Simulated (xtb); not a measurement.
Harmonic IR lines of one isomer of C₄H₆O, unscaled. Computed with GFN2-xTB in xtb 6.7.1.

wavenumber (cm⁻¹): 715 (w), 930 (m), 987 (w), 1056 (w), 1255 (vw), 1389 (m), 1467 (w), 1652 (vs), 1744 (s), 2758 (s), 2999 (vw), 3015 (vw), 3042 (vw), 3079 (w)

Which structure gives these lines?
A) `C=CCC=O`
B) `C/C=C\C=O`
C) `C/C=C/C=O`
D) `C=C(C)C=O`

C, `C/C=C/C=O`
